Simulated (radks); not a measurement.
The numbers below are computed, except where a source is named.
Task: Lu65+, 6 electrons, occupied as [He] 2s2 2p2. Level of theory: scalar-relativistic Kohn-Sham, OLYP, spin-polarised, spherical densities, finite nucleus; open shells are filled with parallel spins first (spin-orbit coupling, left out, can overturn this in heavy ions); Fermi nuclear charge, rms radius 5.37 fm (a radial shooting solver on a logarithmic mesh with Libxc functionals). Some entries of the table are withheld. Estimate them.

orbital  occ.  eigenvalue (hartree)  <r^2> (bohr^2)
1s up       1                   (1)             (2)
1s down     1                   (3)             (4)
2s up       1             -622.7729        0.007338
2s down     1             -620.0761        0.007369
2p up       2             -580.4127        0.005875
2p down     0             -577.0215        0.005913

Result: 
(1) 1s up eigenvalue (hartree): -2582.958
(2) 1s up <r^2> (bohr^2): 0.0005093
(3) 1s down eigenvalue (hartree): -2581.609
(4) 1s down <r^2> (bohr^2): 0.0005083
